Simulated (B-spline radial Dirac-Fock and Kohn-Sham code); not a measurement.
## The K-LL Auger spectrum of Ca⁺

System: calcium as Ca⁺, configuration 1s2 2s2 2p6 3s2 3p6 4s1.

Input of the calculation (task.json; shells as n, l, electrons):

```json
{"items": [{
  "Z": 20,
  "q": 1,
  "cfg": [[1, 0, 2], [2, 0, 2], [2, 1, 6], [3, 0, 2], [3, 1, 6], [4, 0, 1]],
  "A": 40,
  "rrms": 3.4776,
  "do": ["binding", "quiet", "double"]
}]}
```

Run with: `python xray_run.py task.json out`

Method: multi-electron Dirac-Fock with separately optimised hole states, Breit and Lamb-shift corrections added in first order. Computed with an atomic code on a B-spline grid. The two-hole levels come from diagonalising the Coulomb interaction among the jj configurations; intensities are independent-particle Coulomb rates. Kinetic energies are from the vacuum level. No correlation. Open outer shells are spectators and are not coupled to the holes.

| kinetic energy (eV) | J | leading jj holes (weight) | leading LS term (weight) |
| --- | --- | --- | --- |
| 3087.3 | 0 | L1L1 (0.98) | ¹S0 (0.98) |
| 3166.0 | 1 | L1L3 (0.61) | ¹P1 (1.00) |
| 3192.2 | 0 | L1L2 (1.00) | ³P0 (1.00) |
| 3193.6 | 1 | L1L2 (0.61) | ³P1 (1.00) |
| 3195.9 | 2 | L1L3 (1.00) | ³P2 (1.00) |
| 3256.1 | 0 | L2L2 (0.53) | ¹S0 (0.94) |
| 3266.2 | 2 | L2L3 (0.81) | ¹D2 (0.97) |
| 3273.7 | 0 | L3L3 (0.53) | ³P0 (0.96) |
| 3274.2 | 1 | L2L3 (1.00) | ³P1 (1.00) |
| 3277.0 | 2 | L3L3 (0.81) | ³P2 (0.97) |

The intensity is shared as follows: 3266.2 eV 59.7 %, 3166.0 eV 20.4 %, 3256.1 eV 6.4 %, 3087.3 eV 6.0 %, 3195.9 eV 3.0 %, 3193.6 eV 2.0 %, 3277.0 eV 1.6 %, 3192.2 eV 0.7 %, 3273.7 eV 0.2 %, 3274.2 eV 0.0 %.

The strongest line, by its leading LS label ¹D2, lies at 3266.2 eV. The mean weight of the leading component is 0.79 in jj and 0.98 in LS coupling, so LS labels describe these levels better.
